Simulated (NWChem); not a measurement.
# C₄H₇O, doublet; SMILES C[CH]C(C)=O

```xyz
12

C      0.0307    -2.0392    -0.0001
C      0.6610    -0.7036     0.0002
C     -0.1277     0.5113     0.0000
C      0.6121     1.8303     0.0000
O     -1.3547     0.4676     0.0001
H     -1.0632    -1.9399     0.0002
H      0.3417    -2.6283     0.8810
H      0.3413    -2.6276    -0.8819
H      1.7538    -0.6224     0.0005
H      1.2636     1.9139    -0.8844
H     -0.1136     2.6530    -0.0050
H      1.2575     1.9179     0.8883
```
Atoms are numbered in this order, from 1.

Computed with NWChem. Pople sets run with spherical d functions. Spin-unrestricted. All runs use the structure optimised with PBE0/def2-SVP, spin-unrestricted. No stability test was run on the SCF state.

Problem. Order these by “lowest empty minus highest occupied level, either spin (eV)”, lowest first: CAM-B3LYP/6-311G**; CAM-B3LYP/3-21G; CAM-B3LYP/6-311++G**.

Solution. CAM-B3LYP/6-311++G** (6.33), CAM-B3LYP/6-311G** (6.44), CAM-B3LYP/3-21G (6.58)
